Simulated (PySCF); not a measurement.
TaOF3, SMILES [O]=[Ta]([F])([F])[F], multiplicity 1.

The structure is a stationary point at B3LYP-D3(BJ)/def2-SVP. The spin state was assumed, not searched. The isomer is the one that the SMILES or the coordinates give; other isomers of the formula were not compared. The def2 effective core potentials stand for the cores of Ta; spin–orbit coupling is left out.

The numbers are results of PySCF with B3LYP-D3(BJ)/def2-SVP, not measurements.

Frequencies are harmonic and unscaled.

Modes within 1.5 cm⁻¹ of each other (mostly degenerate sets) share a row, with their intensities summed.

```tsv
mode	ν (cm⁻¹)	IR (km/mol)	Raman (Å⁴/amu)	depolarisation	moving atoms (share of kinetic energy)
1–2	162	24.9	1.3	0.75	F 91 %, Ta 8 %
3	189	15.3	0.2	0.62	F 80 %, Ta 18 %
4–5	259	23.3	4.0	0.75	O 63 %, F 32 %
6	701	47.1	5.1	0.03	F 97 %
7–8	704	256.7	0.7	0.75	F 85 %, Ta 15 %
9	1020	125.3	18.2	0.07	O 91 %, Ta 8 %
```
